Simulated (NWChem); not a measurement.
System meant: C$_{3}$H$_{3}$ClF$_{2}$; SMILES FC(F)/C=C/Cl

Input file for NWChem:

```
start job
memory heap 200 mb stack 900 mb global 1100 mb
geometry units angstroms noautoz
  F     -0.960447     2.292885    -0.313425
  C     -0.063513     1.558706     0.385401
  F      1.152203     1.739094    -0.175206
  C     -0.461609     0.118731     0.367448
  C      0.359480    -0.836883    -0.061519
  Cl    -0.058578    -2.502010    -0.090022
  H     -0.027667     1.968396     1.412158
  H     -1.465802    -0.111871     0.733321
  H      1.366056    -0.621892    -0.427332
end
basis spherical
  * library def2-svp
end
dft
  xc pbe0
  iterations 4
  mulliken
end
task dft energy
```

End of the output:

```
    Atom       Charge   Shell Charges
 -----------   ------   -------------------------------------------------------
    1 F    9     9.10   1.98  1.02  0.74  3.22  2.13  0.01
    2 C    6     5.82   1.96  0.60  0.30  1.75  0.93  0.28
    3 F    9     9.09   1.98  1.02  0.74  3.22  2.13  0.01
    4 C    6     6.11   1.97  0.62  0.31  1.93  1.20  0.08
    5 C    6     6.11   1.97  0.64  0.33  1.83  1.24  0.11
    6 Cl  17    16.87   2.00  1.96  1.03  0.77  5.82  2.26  2.99  0.05
    7 H    1     0.98   0.66  0.26  0.06
    8 H    1     0.95   0.62  0.26  0.07
    9 H    1     0.96   0.63  0.26  0.07

 center of mass
 --------------
 x =   0.00652812 y =   0.00631218 z =  -0.03817332

 moments of inertia (a.u.)
 ------------------
        1525.167074482755           0.000000000000           0.000000000000
           0.000000000000         213.794972416849           0.000000000000
           0.000000000000           0.000000000000        1676.503202647498

     Multipole analysis of the density
     ---------------------------------

     L   x y z        total         alpha         beta         nuclear
     -   - - -        -----         -----         ----         -------
     0   0 0 0     -0.000000    -28.000000    -28.000000     56.000000

     1   1 0 0     -0.017210     -0.008605     -0.008605      0.000000
     1   0 1 0     -0.110895     -0.055448     -0.055448     -0.000000
     1   0 0 1      0.535846      0.267923      0.267923      0.000000

     2   2 0 0    -29.388507    -62.029688    -62.029688     94.670869
     2   1 1 0     -0.225829      0.809276      0.809276     -1.844381
     2   1 0 1     -0.985367      1.085075      1.085075     -3.155518
     2   0 2 0    -32.597865   -380.788743   -380.788743    728.979620
     2   0 1 1      2.215291     -2.197254     -2.197254      6.609799
     2   0 0 2    -29.204922    -24.575140    -24.575140     19.945359

 ------------------------------------------------------------------------
 dft energy failed                                                                                  0
 ------------------------------------------------------------------------
 ------------------------------------------------------------------------
  current input line :
    22: task dft energy
 ------------------------------------------------------------------------
 ------------------------------------------------------------------------
 This type of error is most commonly associated with calculations not reaching convergence criteria
 ------------------------------------------------------------------------
 For more information see the NWChem manual at https://nwchemgit.github.io

0:dft energy failed:Received an Error in Communication
```

Question: Can this run be used? If not, why, and what is the fix?

Answer: Convergence was not reached. Cause: the SCF was allowed too few iterations. This input runs:
```
start job
memory heap 200 mb stack 900 mb global 1100 mb
geometry units angstroms noautoz
  F     -0.960447     2.292885    -0.313425
  C     -0.063513     1.558706     0.385401
  F      1.152203     1.739094    -0.175206
  C     -0.461609     0.118731     0.367448
  C      0.359480    -0.836883    -0.061519
  Cl    -0.058578    -2.502010    -0.090022
  H     -0.027667     1.968396     1.412158
  H     -1.465802    -0.111871     0.733321
  H      1.366056    -0.621892    -0.427332
end
basis spherical
  F library def2-svp
  C library def2-svp
  Cl library def2-svp
  H library def2-svp
end
dft
  xc pbe0
  iterations 150
  mulliken
end
task dft energy
```
It converges to -775.11980 Ha (PBE0/def2-SVP).
